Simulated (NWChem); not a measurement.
# SiCl cation, singlet

```xyz
2

Si     0.0000     0.0000    -1.0823
Cl     0.0000     0.0000     0.8965
```
Atoms are numbered in this order, from 1.

Low-valent species are run as closed-shell singlets; no triplet was tried in these runs. Coordinates come from a B3LYP/6-31G* (spherical d) optimisation. B3LYP is NWChem's, with the RPA form of VWN correlation.

Q: Give the principal values of the shielding tensors (ppm) of Si1, Cl2 from B3LYP/cc-pVDZ, GIAO (NWChem), with their diamagnetic and paramagnetic parts as GIAO splits them.

A: 
| atom | σ11 | σ22 | σ33 | isotropic | diamagnetic | paramagnetic |
|---|---|---|---|---|---|---|
| Si1 | -103.1 | -103.1 | 874.4 | 222.7 | 872.6 | -649.9 |
| Cl2 | -268.3 | -268.3 | 1149.4 | 204.2 | 1146.4 | -942.2 |
